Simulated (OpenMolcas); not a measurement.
An atom or ion with 4 electrons was computed by MS-CASPT2, IPEA 0.25 Eh, imaginary shift 0.1 Eh with spin-orbit coupling (OpenMolcas, ANO-RCC-VQZP, DKH2). The lowest levels that the run gave, each within 12 % of the measured value where one is at hand:

| J | Parity | E (cm⁻¹) | g |
| --- | --- | --- | --- |
| 0 | even | 0.0 |  |
| 0 | odd | 52363 |  |
| 1 | odd | 52389 | 1.501 |
| 2 | odd | 52443 | 1.501 |
| 1 | odd | 103664 | 1.000 |
| 0 | even | 137471 |  |
| 1 | even | 137498 | 1.501 |
| 2 | even | 137551 | 1.501 |
| 2 | even | 147025 | 1.000 |
| 0 | even | 183147 |  |

Question: Which ion is it, and what are the configurations and terms?

Answer: C2+ (Z = 6, charge +2; active space 2 electrons in 4 orbitals (2s 2p)). J, parity and g give the terms where levels are pure, and mixed ones are named by the computed weights; the size of the splittings, set against known spectra of the 4-electron sequence, gives the charge. In order, with the measured energies in cm⁻¹ (Moore, Selected Tables of Atomic Spectra, NSRDS-NBS 3, section 3): 2s² ¹S₀, 2s 2p ³P°₀ (52367), 2s 2p ³P°₁ (52391), 2s 2p ³P°₂ (52447), 2s 2p ¹P°₁ (102352), 2p² ³P₀ (137426), 2p² ³P₁ (137454), 2p² ³P₂ (137502), 2p² ¹D₂ (145876), 2p² ¹S₀ (182520).

Computed and measured levels are paired by configuration, term and J; levels that our copy of the source lacks, or whose pairing is in doubt (as where it misses far off the trend of its configuration), stay unpaired and out of the deviations. Levels of configurations outside the active space are missing.

° marks odd parity.
